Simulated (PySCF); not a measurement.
## Mayer bond orders and bond lengths

Compound: C₅H₈F₃NSi.
SMILES with atom numbers: `[CH:1]#[C:2][C@H:3]([N:4]([CH3:5])[SiH3:6])[C:7]([F:8])([F:9])[F:10]` (hydrogens: H11 on C1; H12 on C3; H13, H14, H15 on C5; H16, H17, H18 on Si6)

Cartesian coordinates in Å at the GFN2-xTB level; atoms count from 1:
```
atom  x, y, z in Å
C1    -1.8940    1.0853   -2.0934
C2    -1.3816    0.7785   -1.0569
C3    -0.7269    0.3735    0.1814
N4     0.6992    0.2812    0.0573
C5     1.1658   -0.6287   -0.9655
Si6    1.7308    0.7091    1.3782
C7    -1.3781   -0.9459    0.6539
F8    -1.4302   -1.8952   -0.2890
F9    -2.6416   -0.7498    1.0651
F10   -0.7177   -1.4770    1.6948
H11   -2.3539    1.3769   -2.9905
H12   -0.9586    1.1084    0.9626
H13    2.2117   -0.4127   -1.1701
H14    0.5886   -0.4875   -1.8810
H15    1.0853   -1.6770   -0.6601
H16    1.0600    1.8516    1.9989
H17    2.9930    1.0721    0.7388
H18    1.9394   -0.3567    2.3639
```

Bond orders from the PBE0/pcSseg-1 density (PySCF). One conformer (not necessarily the lowest) at the GFN2-xTB geometry, without solvent, vibrations or thermal averaging.

Problem. Where do the orders between heavy atoms depart from those drawn in the SMILES?

Solution. The largest departure is 0.474, at C1–C2 (drawn triple, 2.526). Drawn double or triple, more than 0.30 short of the drawn order: C1–C2 (2.526).

Problem. Set the Mayer orders of the bonds beside their lengths.

Solution. 
| bond | drawn as | length (Å) | Mayer order |
| --- | --- | --- | --- |
| C1–C2 | triple | 1.196 | 2.526 |
| C2–C3 | single | 1.458 | 0.955 |
| C3–N4 | single | 1.434 | 1.038 |
| N4–C5 | single | 1.446 | 0.938 |
| N4–Si6 | single | 1.730 | 0.926 |
| C3–C7 | single | 1.545 | 0.955 |
| C7–F8 | single | 1.339 | 1.002 |
| C7–F9 | single | 1.343 | 1.005 |
| C7–F10 | single | 1.342 | 0.993 |
| C1–H11 | single | 1.049 | 1.149 |
| C3–H12 | single | 1.097 | 0.901 |
| C5–H13 | single | 1.087 | 0.963 |
| C5–H14 | single | 1.091 | 0.952 |
| C5–H15 | single | 1.095 | 0.957 |
| Si6–H16 | single | 1.463 | 0.937 |
| Si6–H17 | single | 1.461 | 0.936 |
| Si6–H18 | single | 1.467 | 0.908 |

Bonds between the same two heavy elements. C–C: lowest C2–C3 and C3–C7 (0.955, 1.458 Å), highest C1–C2 (2.526, 1.196 Å). C–N: lowest N4–C5 (0.938, 1.446 Å), highest C3–N4 (1.038, 1.434 Å). C–F: all 3 within 0.02 of one another (0.993 to 1.005). Bonds named together lie within 0.004.

Problem. Sum the orders of all bonds at each heavy atom with more than one neighbour and set the sums beside the valence in the SMILES.

Solution. C1 3.675 (drawn 4), C2 3.481 (drawn 4), C3 3.849 (drawn 4), N4 2.902 (drawn 3), C5 3.810 (drawn 4), Si6 3.707 (drawn 4), C7 3.955 (drawn 4). Orders between atoms that aren't bonded are not in these sums.

For a closed shell the Mayer order of atoms A and B is Σ (PS)μν (PS)νμ over the basis functions μ on A and ν on B, with P the density and S the overlap matrix.

The run behind these numbers computed NMR shieldings as well. Hardware: an Intel Xeon at 2.50 GHz with one thread, on a shared host. Cost: 2.6 min wall, 2.0 min CPU, 1.0 GiB resident at most.
